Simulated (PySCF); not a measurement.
Compound: C₄H₄N₂O₂S.
SMILES with atom numbers: `[CH3:1][O:2][c:3]1[n:4][n:5][c:6]([CH:7]=[O:8])[s:9]1`

Geometry (GFN2-xTB, Å), atoms numbered from 1 in this order:
```xyz
13
C4H4N2O2S angstrom
C     -2.803    0.253    0.140
O     -1.658    0.810    0.775
C     -0.496    0.341    0.388
N     -0.298   -0.576   -0.513
N      0.970   -0.853   -0.700
C      1.788   -0.175    0.035
C      3.234   -0.327   -0.012
O      4.018    0.290    0.658
S      0.971    0.962    1.112
H     -2.853   -0.822    0.322
H     -3.658    0.758    0.582
H     -2.765    0.429   -0.936
H      3.545   -1.089   -0.749
```

NICS is the negative of the GIAO shielding at a point without a nucleus: at the ring centre (0) and 1 Å above and below it (1); zz is the component along the ring normal. Level: GIAO PBE0/pcSseg-1 (PySCF, non-relativistic, gas phase) on the GFN2-xTB geometry, one conformer.

Ring bond lengths (Å), with Mayer bond orders in brackets: C3–N4 1.301 (1.51), N4–N5 1.311 (1.24), N5–C6 1.292 (1.58), C6–S9 1.766 (1.01), S9–C3 1.750 (1.11).

Question: Give the NICS values of each ring in ppm.

Answer: 
```
          ring                                                       type  NICS(0)  NICS(1), two faces  NICS(1)zz, two faces  rms pucker (Å)  centre to ring atoms, mean (Å)
C3–N4–N5–C6–S9  5-membered ring with 2 N and S; formal bonds all aromatic    -10.5       -10.5 / -10.5         -21.4 / -21.4            0.00                            1.25
```

Question: What can be read from them?

Answer: 
- C3–N4–N5–C6–S9: mean NICS(1)zz -21.4 ppm, shielded, aromatic by this magnetic criterion (flat ring, no four-coordinate atom).

Question: And the bond-length index? Use HOMA with the parameters of Krygowski (1993).

Answer: 
- C3–N4–N5–C6–S9: HOMA 0.70; the largest term is that of C6–S9, α(R − Ropt)² = 0.75.

Question: At the second NICS(1) probe listed for ring C3–N4–N5–C6–S9, 1 Å off the ring, how large is the induced field along the normal in 11.7 T applied along it?

Answer: NICSzz × B0 = -21.4 ppm × 11.7 T = -250 μT, against the applied field.

Question: What are the shieldings of the ring atoms and their hydrogens in the same run (means over atoms taken as equivalent)?

Answer: 
| atoms | environment | σ isotropic (ppm) | principal values of the symmetric part, first atom (ppm) |
| --- | --- | --- | --- |
| C3 | aromatic carbon bearing oxygen | 2.7 | -44.6, 13.3, 39.4 |
| N4 | pyridine-type nitrogen | -78.2 | -316.5, -48.1, 130.0 |
| N5 | pyridine-type nitrogen | -171.2 | -568.4, -99.5, 154.3 |
| C6 | substituted aromatic carbon | 19.5 | -38.1, 46.1, 50.6 |
| S9 | thiophene-type sulfur | 281.8 | 63.2, 318.9, 463.4 |

Time: 43 s; peak memory 0.80 GiB. Hardware: one thread, Arm Neoverse N1 (aarch64), no GPU (shared host). This is the whole shielding run at PBE0/pcSseg-1, SCF included.
